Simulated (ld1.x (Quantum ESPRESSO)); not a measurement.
# bismuth: variants of one TM potential

Base potential:

ld1.x (Quantum ESPRESSO) 7.5 input, shortened:

```
&input
   title='Bi', zed=83., rel=1, dft='PBESOL', iswitch=3,
   config='[Xe] 4f14 5d10 6s2 6p3'
 /
 &inputp
   pseudotype=2, tm=.true., lloc=2,
   nlcc=.true.
 /
3
6S  1  0   2.00   0.00  1.65  1.65  0.0
6P  2  1   3.00   0.00  2.65  2.65  0.0
5D  3  2  10.00   0.00  1.05  1.05  0.0
 &test
   configts(1)='5d10 6s2 6p3'
 /
```

Cutoffs, loose and tight: the cutoffs (Ry, on a coarse ladder) from which the occupation-weighted sum of valence levels, in a spherical-Bessel basis at the reference potential, stays within 10 and 1 mRy of its value at 400 Ry. They do not see the model core or the augmentation charge, which bear on the density cutoff. Test errors are all-electron minus pseudo excitation energies from the reference, over the configurations 5d10 6s2 6p2; 5d10 6s2 6p1; 5d10 6s2 6p0; 5d10 6s1 6p4; 5d10 6s1 6p0; 5d10 6s0 6p5; 5d10 6s2 6p3.3. A dash means not determined; rows that change the core or the reference have their own tests.

A true bound ghost makes a file unfit for plane-wave use even where its test errors are small: the radial tests pick states by their node count and pass the ghost by.

The default core radius of the base comes out at 0.86 bohr.

```csv
change,outcome,"cutoff, loose","cutoff, tight",bound ghosts,largest test error (meV)
base,generated,80 Ry,160 Ry,"s, p",-74
core correction a·sin(br)/r model core inside 0.56 bohr,generated,80 Ry,160 Ry,"s, p",-74
core correction a·sin(br)/r model core inside 0.68 bohr,generated,80 Ry,160 Ry,"s, p",-74
core correction a·sin(br)/r model core inside 0.90 bohr,generated,80 Ry,160 Ry,"s, p",-74
core correction a·sin(br)/r model core inside 1.04 bohr,generated,80 Ry,160 Ry,"s, p",-73
core correction a·sin(br)/r model core inside 1.24 bohr,generated,80 Ry,160 Ry,"s, p",-73
```

Problem. What comes out with this change to the base: core correction none?

Solution. outcome: generated; cutoff, loose: 80 Ry; cutoff, tight: 160 Ry; bound ghosts: s, p; largest test error (meV): -37.
